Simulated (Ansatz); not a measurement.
Computed with Ansatz on PBE0-D4/def2-TZVP structures; ΔE is electronic, products minus reactants. CCSD(T)/CBS adds triple-zeta CCSD(T) − MP2 to the extrapolated MP2 energy (def2 sets, frozen cores). This one scheme is used for every species. Functionals use def2-TZVPP. HSE06 is defined as in plane-wave codes. For Br outer-core shells are correlated without core-valence functions, which leaves a few kJ/mol of doubt a bond. Scalar relativity is left out up to krypton. One conformer a species, not always the lowest.

Consider the redistribution: `C#C[SiH2]C=O` + `FBBr` → `C#C[SiH2]F` + `O=CBBr`.

(1) Is it downhill or uphill in electronic energy at CCSD(T)/CBS, and by how much? (An estimate is asked.)

(2) What do these levels give: PBE-D4, BLYP, HSE06, MP2/def2-TZVPP, HF/def2-QZVPP, MP2/def2-QZVPP? (An estimate is asked.)

Largest T1 diagnostic among the species: 0.015.

## Answers

(1) Ansatz gave: Downhill: ΔE = -1.3 kcal/mol.

(2) Ansatz gave: PBE-D4 2.2, BLYP 0.9, HSE06 1.2, MP2/def2-TZVPP -1.3, HF/def2-QZVPP -2.4, MP2/def2-QZVPP -1.8 kcal/mol.

At CCSD(T), def2-SVP lies +6.2 kcal/mol from the extrapolated value and def2-TZVPP +0.8 kcal/mol. From BLYP to BHLYP (50 % exact exchange), in def2-TZVPP and without D4, ΔE moves by −1.9 kcal/mol. Leaving LDA and LC-ωPBE aside and taking each functional with its dispersion term where it has one, the values, not all of them listed here, spread over 3.1 kcal/mol, from BHLYP-D4 to PBE-D4. LDA lies +1.0 kcal/mol from PBE without D4.
